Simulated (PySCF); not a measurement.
Compound: triethylaluminum, C₆H₁₅Al.
SMILES: `C[CH2][Al]([CH2]C)[CH2]C`

Torsions of this conformer, `[CH3:1][CH2:2][Al:3]([CH2:4][CH3:5])[CH2:6][CH3:7]`: C1–C2–Al3–C4 -139°, C2–Al3–C4–C5 -178°, C2–Al3–C6–C7 44°.

The closed-shell ground state was solved at several levels (PySCF, density fitting, gas phase, non-relativistic). Isolated species at its PBE0-D3(BJ)/def2-SVP geometry (one conformer only).

| level | basis functions | total energy (Eh) | HOMO (eV) | LUMO (eV) | gap (eV) | dipole (D) |
| --- | --- | --- | --- | --- | --- | --- |
| PBE0/pcSseg-1 | 201 | -479.6467 | -6.97 | -0.60 | 6.37 | 0.15 |
| CAM-B3LYP/def2-SVPD | 264 | -479.7159 | -8.30 | 0.38 | 8.68 | 0.17 |

(1) Estimate the row for B97-2/pcSseg-1, a basis of 201 functions; the other rows only guide the guess.

(2) Over all these levels, which gives the widest orbital gap and which the narrowest?

(3) How far do the dipole and the HOMO energy spread over the levels?

Answers

(1) Total energy -479.9860 Eh, HOMO -6.73 eV, LUMO -0.56 eV, gap 6.17 eV, dipole 0.15 D.

(2) CAM-B3LYP/def2-SVPD (range-separated hybrid) has the widest, 8.68 eV, and B97-2/pcSseg-1 (global hybrid, 21 % exact exchange) the narrowest, 6.17 eV. Functional and basis both differ between the two, so the spread mixes both effects.

(3) The dipole runs from 0.15 to 0.17 D (mean 0.15 D) and the HOMO from -8.30 to -6.73 eV.
